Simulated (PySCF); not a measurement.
`[GeH2]([N]=C)[AsH2]`. Theory: PBE0-D3(BJ)/def2-SVP geometry optimisation, gas phase in PySCF 2.14.0.

```
atom  x, y, z in Å
C1     1.4029   -0.9063    0.3321
N2     1.4016    0.3542    0.2933
Ge3   -0.1447    1.3557    0.0154
As4   -2.1920    0.0969   -0.3510
H5     2.3528   -1.4469    0.5036
H6     0.5073   -1.5533    0.2057
H7     0.1287    2.2341   -1.2176
H8    -0.3121    2.2444    1.2600
H9    -1.5168   -0.8358   -1.3526
H10   -1.9047   -0.8476    0.8134
```

Task: Work out the bond lengths Ge3–As4, Ge3–H7, Ge3–H8, As4–H9, As4–H10 in Å.

Result: For Ge3–As4 the difference vector is (-2.0473, -1.2588, -0.3664) Å, of length 2.4311 Å. Ge3–As4 2.431; Ge3–H7 1.538; Ge3–H8 1.538; As4–H9 1.526; As4–H10 1.527 Å.

Task: What is the repulsion energy of the bare nuclei, Σ ZA·ZB/RAB?

Result: 515.35 Eh over 45 pairs, with full nuclear charges and distances in bohr; the largest single term is 229.86 Eh (Ge3 with As4).

Task: Where is the centre of mass (commonest isotopes), and what is the radius of gyration?

Result: Mass 180.893 u; centre at (-0.770, 0.560, -0.093) Å; Rg = √(Σ m r²/M) = 1.561 Å. As Ia + Ib + Ic = 2 Σ m r², the three principal moments sum to 882.1 u·Å².

Task: How far are the heavy atoms from their best plane (unweighted least squares)?

Result: 0.008 Å rms; none is more than 0.012 Å off.

Task: What are the angles N2–C1–H5, H5–C1–H6, As4–Ge3–H7, H7–Ge3–H8, Ge3–As4–H9?

Result: From the scalar product of the two bond vectors; for N2–C1–H5 it is -0.6893 Å² over 1.2611 × 1.1063 Å², cos θ = -0.4941. N2–C1–H5 119.6°; H5–C1–H6 115.1°; As4–Ge3–H7 108.9°; H7–Ge3–H8 109.7°; Ge3–As4–H9 92.5°.

Task: Give the dihedral angles H8–Ge3–As4–H10, H5–C1–N2–Ge3, H6–C1–N2–Ge3, N2–Ge3–As4–H10, C1–N2–Ge3–H8.

Result: H8–Ge3–As4–H10 -74° (synclinal); H5–C1–N2–Ge3 180° (antiperiplanar); H6–C1–N2–Ge3 0° (synperiplanar); N2–Ge3–As4–H10 46° (synclinal); C1–N2–Ge3–H8 120° (anticlinal). Dihedral signs follow IUPAC: positive where, seen along the central bond, the front bond turns clockwise onto the rear one.

Task: Write the matrix of distances between heavy atoms (Å, lower triangle).

Result: 
```
C1    0.000
N2    1.261  0.000
Ge3   2.759  1.863  0.000
As4   3.794  3.660  2.431  0.000
```

Stationary, but not proved a minimum. The numbers are those of one conformer.
